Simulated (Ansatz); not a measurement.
The cluster ReAu₆⁻, relaxed as a singlet with RKS B3LYP-D4/def2-SVPD in Ansatz, starting from the GFN1-xTB geometry. Force threshold 0.02 eV/Å.

In the def2 sets Au, Re take a core potential; there is no spin–orbit coupling. The restricted singlet is unstable towards broken spin symmetry at other levels; at B3LYP-D4/def2-SVPD this wasn't settled. The structure comes from a short search, and lower isomers may exist.

Start:

```tsv
atom	x (Å)	y (Å)	z (Å)
Re1	0.001	-0.001	-0.002
Au2	-1.688	1.829	0.099
Au3	1.682	-1.838	-0.104
Au4	0.822	0.066	-2.348
Au5	-1.364	-2.079	0.089
Au6	1.360	2.082	-0.083
Au7	-0.812	-0.059	2.349
```

(1) Estimate the energy that the relaxation releases and the steps that it takes.

(2) Does the start keep its bonding and symmetry?

(3) Predict the relaxed structure.

## Answers

(1) 145.4 kJ/mol, in 29 steps; 7.1 min on 4 threads of Arm Neoverse V2 on a shared host. No frequencies were taken in this run, so the end may be a saddle point.

(2) Bonds lost: Au2–Au6, Au2–Au7, Au3–Au4 (atoms count from 1). Bonds formed: Au2–Au5, Au6–Au7 (atoms count from 1). Point group Ci at the start, Cs at the end, both within 0.05 Å.

(3) 
```xyz
7

Re    0.1335    0.0502   -0.4221
Au   -2.3630    0.1917   -1.0117
Au    0.9488   -2.3808   -0.2638
Au    1.4458    1.1830   -2.3516
Au   -1.5073   -1.6040    1.1426
Au    1.4684    2.0711    0.6289
Au   -0.1262    0.4887    2.2778
```
Bond lengths (bridged metal pairs left out): 6 × Au–Re 2.57 to 2.81 Å; 5 × Au–Au 2.75 to 3.11 Å.
